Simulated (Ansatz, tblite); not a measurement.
Removing and adding an electron: [Ni(H2O)4]2+ (NiO₄H₈²⁺). Total charge 2; triplet. Geometry: PBE-D4/def2-SVP. Ansatz, gas phase; energy differences of separate SCF runs; the oxidised species was run as a quartet alone; the reduced species was run as a doublet alone.

| atom | x (Å) | y (Å) | z (Å) |
| --- | --- | --- | --- |
| Ni1 | -0.2474 | -0.1479 | -0.0569 |
| O2 | 0.7286 | -0.2323 | -1.7530 |
| H3 | 0.7738 | 0.4890 | -2.4199 |
| H4 | 1.4484 | -0.8667 | -1.9683 |
| O5 | -1.6248 | 1.2359 | -0.3766 |
| H6 | -1.6012 | 2.1346 | 0.0196 |
| H7 | -2.3548 | 1.2299 | -1.0346 |
| O8 | 0.5996 | 0.9297 | 1.4022 |
| H9 | 1.5115 | 1.2939 | 1.3791 |
| H10 | 0.3360 | 0.8866 | 2.3481 |
| O11 | 0.0564 | -1.9553 | 0.6994 |
| H12 | 0.6920 | -2.2011 | 1.4063 |
| H13 | -0.3182 | -2.7964 | 0.3547 |

The xTB rows come from tblite. Correlated methods freeze 9 core orbitals; core or outer-core shells of Ni are correlated, in sets that lack core-valence functions. The rows differ in basis, and correlated rows in double-zeta sets carry the largest basis error. In CCSD on the charge 3 quartet the largest single amplitude is 0.20, so its Hartree–Fock determinant may place the open shell otherwise than the density functionals do.

```json
{"level": "GFN1-xTB", "−HOMO (eV)": "–", "vertical IE (eV)": "26.38", "−LUMO (eV)": "–", "vertical EA (eV)": "17.68", "HOMO–LUMO gap (eV)": "–", "IE − EA (eV)": "8.70"}
{"level": "HF/def2-SVP", "−HOMO (eV)": "–", "vertical IE (eV)": "21.60", "−LUMO (eV)": "–", "vertical EA (eV)": "–", "HOMO–LUMO gap (eV)": "–", "IE − EA (eV)": "–"}
{"level": "MP2/def2-SVP", "−HOMO (eV)": "–", "vertical IE (eV)": "22.53", "−LUMO (eV)": "–", "vertical EA (eV)": "–", "HOMO–LUMO gap (eV)": "–", "IE − EA (eV)": "–"}
{"level": "CCSD/def2-SVP", "−HOMO (eV)": "–", "vertical IE (eV)": "21.84", "−LUMO (eV)": "–", "vertical EA (eV)": "–", "HOMO–LUMO gap (eV)": "–", "IE − EA (eV)": "–"}
{"level": "CCSD(T)/def2-SVP", "−HOMO (eV)": "–", "vertical IE (eV)": "21.59", "−LUMO (eV)": "–", "vertical EA (eV)": "–", "HOMO–LUMO gap (eV)": "–", "IE − EA (eV)": "–"}
```

Question: Estimate the rows for GFN2-xTB, PBE-D4/def2-TZVP, r2SCAN-D4/def2-TZVP, PBE0-D4/def2-TZVP.

Answer: 
```tsv
level	−HOMO (eV)	vertical IE (eV)	−LUMO (eV)	vertical EA (eV)	HOMO–LUMO gap (eV)	IE − EA (eV)
GFN2-xTB	–	23.94	–	16.84	–	7.10
PBE-D4/def2-TZVP	16.28	19.90	15.26	10.77	1.02	9.14
r2SCAN-D4/def2-TZVP	17.01	20.42	14.44	10.22	2.56	10.20
PBE0-D4/def2-TZVP	18.99	21.15	12.84	10.31	6.15	10.84
```

Relaxing the oxidised species (PBE-D4/def2-SVP) changes its energy by -0.28 eV at PBE-D4/def2-TZVP, so the adiabatic ionisation energy to this nearest minimum is 19.63 eV. At PBE0-D4/def2-TZVP it is 20.88 eV.     HOMO and LUMO are the levels of the spin that leaves or enters (xTB has no such levels and no spin-polarisation term). Other spin states of the ions may lie lower, which would lower the ionisation energy or raise the affinity. Raw xTB energy differences between charge states are shifted by several eV; the methods need an empirical correction for them.
